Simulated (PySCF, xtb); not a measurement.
Cl₃Ge, SMILES [Cl][Ge]([Cl])[Cl], multiplicity 2.

Harmonic wavenumbers (cm⁻¹) from GFN2-xTB run with xtb at its own minimum, in rising order: 106, 106, 129, 300, 300, 300.

What does PySCF with PBE-D3(BJ)/def2-SVP give at its own minimum? (An estimate is asked for; the answer gives what the named calculation found.)

120, 120, 149, 358, 402, 402. Paired by order, the mean absolute difference is 52 cm⁻¹ and the zero-point energies are 1.8 and 2.2 kcal/mol.
